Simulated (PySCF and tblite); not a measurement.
The numbers below are computed, except where a source is named.
System: C₆H₇NOS, numbered as in [OH:1][c:2]1[cH:3][c:4]([CH:5]2[CH2:6][CH2:7]2)[n:8][s:9]1.

Motion: rotation about the C4–C5 bond (torsion C3–C4–C5–C6 from 35° to 214°, rising). GFN2-xTB gives an electronic barrier of 2.8 kcal/mol and a reaction energy of 0.0 kcal/mol.

The barrier is low, and the GFN2-xTB saddle may lie off the DFT one, so take it as rough.

(1) What does BP86/pcSseg-1 + D3(BJ) give on GFN2-xTB geometries?

Programs: tblite and PySCF.

Answers

(1) A barrier of 2.0 kcal/mol, 0.8 below the tight-binding barrier (from unrounded values), a reaction energy of -0.9 kcal/mol and, with GFN2-xTB thermal terms, ΔG‡(298 K) = 2.2 kcal/mol and k = 3×10¹¹ s⁻¹ (2 equivalent paths).
